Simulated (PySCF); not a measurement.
CH5ClFNSi, SMILES NC[Si@H](F)Cl. Atoms are numbered in the order given.

```xyz
10

N     -2.4950     0.1603     0.8010
C     -1.4577    -0.5964     0.1092
Si     0.2441     0.1420     0.3436
F      0.1645     1.6845    -0.1631
Cl     1.6845    -0.8167    -0.7737
H     -2.3427     0.1678     1.8077
H     -2.5011     1.1316     0.4955
H     -1.6868    -0.6434    -0.9696
H     -1.4685    -1.6461     0.4493
H      0.6750     0.1831     1.7652
```

The structure is a stationary point at PBE0-D3(BJ)/def2-SVP. The structure was generated by enumeration; whether it is a known compound was not checked. The values are those of a single conformer.

The numbers are results of r2SCAN/def2-TZVP in PySCF, not measurements.

Isolated molecule, no solvent.

Computed frontier levels, gap, dipole moment and polarisability:
| Item | Value |
|---|---|
| highest occupied level | -5.90 eV |
| lowest empty level | -0.14 eV |
| orbital gap | 5.76 eV |
| dipole moment | 1.52 D |
| quadrupole, principal values (traceless, Buckingham form, about the centre of nuclear charge) | -6.66, 0.97, 5.69 D·Å |
| mean static polarisability | 57.2 bohr³ (8.48 Å³) |
| polarisability, principal values | 47.3, 51.8, 72.6 bohr³ |
